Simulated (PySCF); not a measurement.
# Ce³⁴⁺: ionisation energy

Ce³⁴⁺ [Ar] 3d6 (5D) → Ce³⁵⁺ [Ar] 3d5 (6S), as a difference of total energies. Computed with PySCF 2.14 in an uncontracted even-tempered set (17 s from 5.6 bohr⁻², ratio 2.5; 11 p from 7.3 bohr⁻², ratio 2.5; 8 d from 7.3 bohr⁻², ratio 2.5; 4 f from 29 bohr⁻², ratio 2.7; 3 g from 44 bohr⁻², ratio 2.7), with the non-relativistic Hamiltonian (point nucleus). Correlated levels: outer shells: [Ne] frozen; virtual orbitals above 40 to 60 times the deepest correlated orbital energy dropped. The calculations carry no spin-orbit coupling.

| method | ionisation energy (eV) |
| --- | --- |
| UHF | 2277.4 |
| LDA | 2279.7 |
| PBE | 2280.5 |
| PBE0 | 2280.3 |
| r2SCAN | 2280.6 |
| revPBE | 2280.4 |
| BHandHLYP | 2280.0 |
| MP2 (outer shells) | 2278.7 |
| SCS-MP2 (outer shells) | 2278.9 |

Spin-orbit coupling is strong in these open shells (close to jj coupling). The scalar numbers leave it out and a first-order estimate fails, so it can dominate the gap to the real levels.

All relativistic terms are absent from these numbers, so their closeness to the reference says little about the methods.

For comparison: 2280 ± 5 eV (theoretical estimate listed by NIST; NIST Atomic Spectra Database, ionization energies).
